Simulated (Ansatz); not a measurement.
Potential energy curve for CB (cation, charge +1), lowest triplet found (which spin is the ground state isn't settled by this scan).

- ROHF/aug-cc-pVDZ (Ansatz, a first-principles code)
- FCI = full CI/aug-cc-pVDZ, frozen core in Ansatz

Energies relative to the lowest point of each curve between 1.25 and 1.71 Å, where full CI is lowest, in kJ/mol:

| R / Å | ROHF |
|---|---|
| 1.16 | 335.7 |
| 1.25 | 238.9 |
| 1.32 | 138.5 |
| 1.39 | 65.6 |
| 1.47 | 20.1 |
| 1.53 | 4.5 |
| 1.58 | 0.0 |
| 1.62 | 0.3 |
| 1.67 | 4.0 |
| 1.71 | 8.4 |

Task: Estimate the FCI values at these points.

Result: 1.16: 368.5; 1.25: 173.6; 1.32: 83.7; 1.39: 32.0; 1.47: 4.9; 1.53: 0.0; 1.58: 2.9; 1.62: 8.5; 1.67: 18.4; 1.71: 27.9 (kJ/mol).

The scan ran from 1.16 to 5.49 Å; beyond the distances shown full CI changes its symmetry label. Also computed but left out beside FCI, since their determinant holds another spin at the minimum (<S²> over 0.7 above the pure value): UHF, UMP2, UCCSD, UCCSD(T), UKS-PBE0, UMP2/6-31G*.
